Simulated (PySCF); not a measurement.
Compound: [FeO3N]- (charge -1 and singlet state).
Structure used (PBE0-D3(BJ)/def2-SVP), in Å, numbered top down from 1:
```xyz
5
FeNO3 angstrom
Fe    -0.0022   -0.0043   -0.0021
O     -0.0671   -0.1854    1.5890
O      1.5223    0.0672   -0.4896
O     -0.7841    1.3253   -0.4371
N     -0.6689   -1.2028   -0.6602
```

The calculation used PySCF 2.14.0, PBE0-D3(BJ)/def2-SVP geometry optimisation, gas phase.

(1) Which atoms are bound to Fe1, and at what distances?

(2) List the angles at Fe1.

(3) What is the shape at Fe1?

(4) What are the rotational constants (commonest isotopes, rigid rotor)?

Results:

(1) 4 atoms: N5 1.521 Å, O3 1.602 Å, O2 1.603 Å, O4 1.603 Å.

(2) 
| angle | degrees | distance of the outer atoms (Å) |
| --- | --- | --- |
| O2–Fe1–O3 | 110.2 | 2.63 |
| O3–Fe1–O4 | 110.2 | 2.63 |
| O2–Fe1–O4 | 110.1 | 2.63 |
| O2–Fe1–N5 | 108.8 | 2.54 |
| O4–Fe1–N5 | 108.8 | 2.54 |
| O3–Fe1–N5 | 108.7 | 2.54 |

(3) Tetrahedral: angles from 108.7° to 110.2°; τ4 = (360° − α − β)/141° = 0.99 with α and β the two widest (0 for a square, 1 for a tetrahedron).

(4) A = 5041, B = 5037, C = 4575 MHz: an oblate symmetric top.

Point group: C3v (tolerance 0.08 Å). Charge -1, singlet. Not checked by PBE0-D3(BJ)/def2-SVP frequencies.

On Arm Neoverse V1, one thread, no GPU, on a shared host, this took 30 s. That covers the optimisation of the geometry.
